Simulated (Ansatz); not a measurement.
Reactions of CH4SSi, SMILES `C[Si]S`.

Program: Ansatz. Geometries: PBE0-D4/def2-TZVP. ΔE: electronic, gas phase. CBS: MP2 limit from def2 TZ/QZ plus the TZ coupled-cluster correction, frozen cores. This one scheme is used for every species, atoms too. DFT in def2-TZVPP. Open shells (•) are unrestricted, without spin–orbit coupling. Spin–orbit coupling would lower the free atoms: a little for C, S, Si. Each species was taken in one conformer, which may not be the lowest.

```json
{"reaction": "`C[Si]S` → C• + 4 H• + S• + Si•", "PBE-D4 (kcal/mol)": "566.7", "ωB97M-V (kcal/mol)": "563.2", "ωB97X-V (kcal/mol)": "560.6", "CCSD(T)/CBS(def2) (kcal/mol)": "558.7"}
{"reaction": "`C[Si]S` + CH₃OH → `CO[Si]C` + H₂S", "PBE-D4 (kcal/mol)": "-2.0", "ωB97M-V (kcal/mol)": "-5.3", "ωB97X-V (kcal/mol)": "-5.5", "CCSD(T)/CBS(def2) (kcal/mol)": "-4.4"}
{"reaction": "`C[Si]S` → `[CH2]` (triplet) + `[SiH]S`", "PBE-D4 (kcal/mol)": "115.4", "ωB97M-V (kcal/mol)": "114.5", "ωB97X-V (kcal/mol)": "115.9", "CCSD(T)/CBS(def2) (kcal/mol)": "113.8"}
{"reaction": "`C[Si]S` + HCl → `S[Si]Cl` + CH₄", "PBE-D4 (kcal/mol)": "-33.2", "ωB97M-V (kcal/mol)": "-33.3", "ωB97X-V (kcal/mol)": "-32.4", "CCSD(T)/CBS(def2) (kcal/mol)": "-32.4"}
{"reaction": "`C[Si]S` + H₂ → `C[SiH]` + H₂S", "PBE-D4 (kcal/mol)": "28.8", "ωB97M-V (kcal/mol)": "25.6", "ωB97X-V (kcal/mol)": "24.6", "CCSD(T)/CBS(def2) (kcal/mol)": "25.9"}
{"reaction": "`C[Si]S` + `N[SiH](N)O` → `CN[SiH](N)O` + `[SiH]S`", "PBE-D4 (kcal/mol)": "19.1", "ωB97M-V (kcal/mol)": "19.6", "ωB97X-V (kcal/mol)": "18.6", "CCSD(T)/CBS(def2) (kcal/mol)": "20.0"}
```

Largest T1 diagnostic: 0.016, for `[SiH]S`.
